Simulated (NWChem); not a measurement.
System: C4H5NO; SMILES C(=O)/N=C/C=C

The following NWChem deck was run.

```
start job
memory heap 200 mb stack 900 mb global 1100 mb
geometry units angstroms noautoz
  C      0.507048    -2.716459    -0.052288
  C     -0.359074    -1.706735     0.107779
  C      0.029443    -0.319763    -0.084962
  N     -0.798975     0.642769     0.053933
  C     -0.330610     1.949801    -0.047205
  O      0.669710     2.370023     0.474277
  H      1.546273    -2.530363    -0.342281
  H      0.212089    -3.756921     0.103103
  H     -1.399901    -1.881719     0.397057
  H      1.084052    -0.127719    -0.363170
  H     -1.021804     2.602244    -0.629793
end
basis spherical
  C library def2-svp
  N library def2-svp
  O library def2-svp
  H library def2-svp
end
dft
  xc hfexch
  iterations 150
  mulliken
end
task dft energy
```

Geometry: optimised at PBE0/def2-SVP.

Problem. Give the results of this calculation. (Hartree-Fock/def2-SVP.) Quantities: energy (Ha); highest occupied level (eV); orbital gap (eV); dipole (D).

Solution. 
```json
{
  "energy (Ha)": "-283.44",
  "highest occupied level (eV)": "-10.40",
  "orbital gap (eV)": "12.08",
  "dipole (D)": "3.66"
}
```
